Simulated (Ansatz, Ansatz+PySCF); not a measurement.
```xyz
2

B     0.0000    0.0000   -0.8498
B     0.0000    0.0000    0.8498
```

Basis set: def2-SVP (spherical functions). Correlated methods keep 2 orbitals frozen. Charge 0, multiplicity 3.

Computed with Ansatz (development build ahead of 0.2.0); each method stands on the lowest determinant of its kind that the runs found.

Question: Give the atomization energy at this shape (free ground-state atoms in the same class of orbitals less the molecule, no zero-point energy) of triplet B₂ by UHF-CCSDT(Q), full CI (lowest root of this spin), UHF-CCSD(T), UHF-CCSD, UHF-MP2, UHF.

Answer:

| method | atomization energy |
| --- | --- |
| UHF-CCSDT(Q) | 63.91 kcal/mol |
| full CI (lowest root of this spin) | 63.77 kcal/mol |
| UHF-CCSD(T) | 58.69 kcal/mol |
| UHF-CCSD | 54.17 kcal/mol |
| UHF-MP2 | 58.62 kcal/mol |
| UHF | 52.17 kcal/mol |

Caution for UHF-CCSDT(Q), UHF-CCSD(T), UHF-CCSD, UHF-MP2: large share of triples, a single reference is doubtful. Caution for UHF-CCSDT(Q), UHF-CCSD(T), UHF-CCSD, UHF-MP2, UHF: the determinant breaks the point group; the unrestricted determinant is a mixture of spin states. Caution for UHF-CCSD(T), UHF-MP2: another reference gives a lower total. Caution for UHF-CCSD(T), UHF-CCSD: the program doubts this total.
